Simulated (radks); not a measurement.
Values are calculated unless marked as measured or tabulated.
All-electron atom: Re33+ in [Kr] 4d5 7d1 (not the ground configuration).

Level of theory: scalar-relativistic Kohn-Sham, PBE, spin-polarised, spherical densities, point nucleus; open shells are filled with parallel spins first (spin-orbit coupling, left out, can overturn this in heavy ions) (a radial shooting solver on a logarithmic mesh with Libxc functionals).

Energy parts (eV):
| part | energy |
|---|---|
| total | -437140.30 |
| kinetic | 485044.34 |
| electron-nucleus | -1023418.78 |
| Hartree | 108757.59 |
| exchange-correlation | -7523.44 |

Orbitals (lengths in bohr, moments of r in powers of bohr):
\begin{tabular}{lrrr}
orbital & occ. & eigenvalue (eV) & <r> \\ \hline
1s up & 1 & -73017.89 & 0.01803 \\
1s down & 1 & -73017.81 & 0.01803 \\
2s up & 1 & -13784.42 & 0.07621 \\
2s down & 1 & -13778.91 & 0.07620 \\
2p up & 3 & -12200.34 & 0.06835 \\
2p down & 3 & -12195.86 & 0.06833 \\
3s up & 1 & -4211.209 & 0.1961 \\
3s down & 1 & -4208.511 & 0.1960 \\
3p up & 3 & -3743.598 & 0.1961 \\
3p down & 3 & -3740.584 & 0.1960 \\
3d up & 5 & -3222.072 & 0.1772 \\
3d down & 5 & -3217.501 & 0.1772 \\
4s up & 1 & -1798.104 & 0.4056 \\
4s down & 1 & -1784.383 & 0.4058 \\
4p up & 3 & -1628.579 & 0.4197 \\
4p down & 3 & -1615.059 & 0.4202 \\
4d up & 5 & -1426.309 & 0.4215 \\
4d down & 0 & -1412.832 & 0.4222 \\
7d up & 1 & -379.3816 & 1.732 \\
\end{tabular}

The highest occupied level is 7d up at -379.38 eV. The configuration is held as typed, so some empty levels lie below it. The density falls to 0.001 e/bohr^3 at r = 2.73 bohr. Summed over all electrons, <r^2> = 6.713 bohr^2, which gives a Langevin (diamagnetic) susceptibility term of -5.32 x 10^-6 cm^3/mol.
